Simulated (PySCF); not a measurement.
A calculated (TPSS, PySCF 2.14, 6-31G*, no relativity, point nucleus) atom or ion has these occupied shells.

```
shell  electrons  orbital energy (eV)  rms radius, mean of both spins (bohr)
 1s α          1              -688.53                                  0.204
 1s β          1              -686.58                                  0.204
 2s α          1              -49.800                                   1.07
 2s β          1              -45.053                                   1.07
 2p α          3              -30.183                                   1.11
 2p β          1              -26.936                                   1.11
```

Task: Name the element and its charge.

Result: F⁺ (fluorine, charge +1), in [He] 2s2 2p4, high-spin 3P determinant.
